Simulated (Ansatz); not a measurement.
C$_{3}$H$_{7}$AlOSi. The species carries charge 0 and has multiplicity 1. The bonds changed during the relaxation, so this is another structure than the one it started from.

Z-matrix (Å, degrees):
```
Al
C 1 1.938
C 1 1.944 2 118.5
Si 1 2.444 2 123.7 3 -173.7
O 1 1.967 2 113.8 3 41.4
C 2 1.335 1 120.1 3 172.1
H 2 1.090 1 123.2 3 -7.2
H 3 1.104 1 170.8 2 -84.0
H 4 1.492 1 112.6 2 -44.3
H 4 1.493 1 111.5 2 75.7
H 4 1.492 1 111.4 2 -164.9
H 6 1.089 2 123.0 1 -179.3
H 6 1.089 2 122.0 1 0.9
```

(1) Give the diagnostics of a CCSD(T)/def2-TZVPP run (frozen core, the Gaussian-basis code of Ansatz). (Estimate.)

## Answers

(1) Ansatz gave: T1 = 0.0157, largest single amplitude 0.035, largest double 0.043, (T) share of the correlation energy 4.2 %, 10 CCSD cycles. The RHF solution is stable towards an unrestricted one. T1 lies under the customary mark of 0.02 for closed shells.
